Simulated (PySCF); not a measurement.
```xyz
5
charge 0 multiplicity 1, angstrom
Se   -0.0222    0.0000    0.0000
H     0.4396   -1.0426   -1.0426
H     0.4396    1.0426    1.0426
H     0.4396   -1.0426    1.0426
H     0.4396    1.0426   -1.0426
```

Method: PBE0 in PySCF with Se def2-TZVP, H def2-TZVP; no relativity; density-fitted integrals.

This geometry of SeH4 is a stationary point at this level.

**Question.** What is the point group?

**Answer.** C4v.

**Question.** Is it a minimum?

**Answer.** Yes: all harmonic wavenumbers are real.

**Question.** Which band is strongest in the infrared?

**Answer.** 1882 cm⁻¹ (e), 880 km/mol.

**Question.** What is the atomisation energy, with and without zero-point energy?

**Answer.** 825 kJ/mol without, 747 kJ/mol with.

Only a few start shapes were tried, so a lower isomer may exist.
